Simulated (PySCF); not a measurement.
# What a mistake does to a calculation on BH7NSi2

All numbers below are calculated, not measured. The program is PySCF 2.14.0, an open-source quantum chemistry code, run on an isolated molecule that a program drew, which may never have been made. The molecule is BH7NSi2 (charge 0, doublet), drawn as the SMILES string `N[SiH2]B[SiH2]`.

Each row is a Hartree-Fock (HF) and frozen-core CCSD(T) single point in the cc-pV(D+d)Z basis, meant for a local HF minimum. Run 1 is clean. Each other run has one planted mistake out of seven kinds, and not every kind appears here: one electron removed, one electron added, multiplicity raised by two, geometry at a saddle point, minimal basis STO-3G, one bond length entered in bohr, all coordinates scaled. The reference is restricted for singlets and unrestricted otherwise, and also for a bond in bohr. Adding or removing an electron swaps singlet and doublet. Electrons count all cores. HOMO and LUMO are orbital energies over both spins, the gradient is its largest component, and the lowest frequency (negative if imaginary) is given only where the gradient is small. Bond lengths are over the 10 bonds as drawn. T1 is the CCSD diagnostic: over 0.02 (restricted) or 0.045 (unrestricted) a single reference is doubtful.

Geometry of the clean run:
```xyz
11
BH7NSi2, angstrom
N    -1.1151   -1.0029    2.0752
Si   -0.4882   -1.3809    0.5001
B    -0.2159    0.2859   -0.6234
Si   -0.6603    2.0838   -0.0362
H    -1.4621   -1.7639    2.6312
H    -0.5778   -0.3912    2.6632
H     0.7951   -2.1436    0.5296
H    -1.4890   -2.2678   -0.1471
H     0.2259    0.1771   -1.7354
H    -1.1884    2.4209    1.3002
H    -0.4416    3.3040   -0.8400
```

| run | electrons | basis functions | <S^2> | HOMO (eV) | LUMO (eV) | gradient (hartree/bohr) | lowest frequency (cm^-1) | mean bond (Å) | longest bond (Å) | T1 | HF (hartree) | CCSD(T) (hartree) | mistake |
|---|---|---|---|---|---|---|---|---|---|---|---|---|---|
| 1 | 47 | 109 | 0.762 | -8.33 | 0.37 | 2.6e-05 | 71 | 1.4850 | 2.028 | 0.0145 | -661.04592 | -661.56605 | no fault |
| 2 | 46 | 109 | 0.000 | -14.54 | -6.77 | 4.4e-02 | - | 1.4850 | 2.028 | 0.0141 | -660.76920 | -661.26875 | one electron removed |
| 3 | 48 | 109 | 0.000 | -1.21 | 7.55 | 3.8e-02 | - | 1.4850 | 2.028 | 0.0158 | -661.05958 | -661.62324 | one electron added |
| 4 | 47 | 109 | 1.528 | -8.33 | 0.32 | 8.9e-03 | - | 1.6172 | 2.808 | 0.0411 | -660.93686 | -661.44910 | ? |
| 5 | 47 | 35 | 0.761 | -5.45 | 5.32 | 3.5e-02 | - | 1.4850 | 2.028 | 0.0163 | -653.32369 | -653.53317 | ? |

**Which mistake was planted in run 4, and what did it cost?**

The mean bond changes by a factor of 1.089 and the longest by 1.385, so the molecule wasn't scaled as a whole. A length L in bohr read as angstrom grows by (1/0.5292 - 1) L = 0.890 L. The 10 bonds together grew by 10 x 0.1322 = 1.322 Å, which gives L = 1.486 Å. That is the length of one of the H-Si bonds, 1.486 Å in the clean geometry. So the mistake is: one bond length entered in bohr. Subtracting run 1 and multiplying by 627.51 kcal/mol a hartree, the energy moved by 68.4 kcal/mol in HF and 73.4 kcal/mol in CCSD(T).

**Which mistake was planted in run 5, and what did it cost?**

It has 35 basis functions where the clean run has 109, with the same electrons and geometry. So the mistake is: minimal basis STO-3G. Subtracting run 1 and multiplying by 627.51 kcal/mol a hartree, the energy moved by 4845.8 kcal/mol in HF and 5040.7 kcal/mol in CCSD(T).

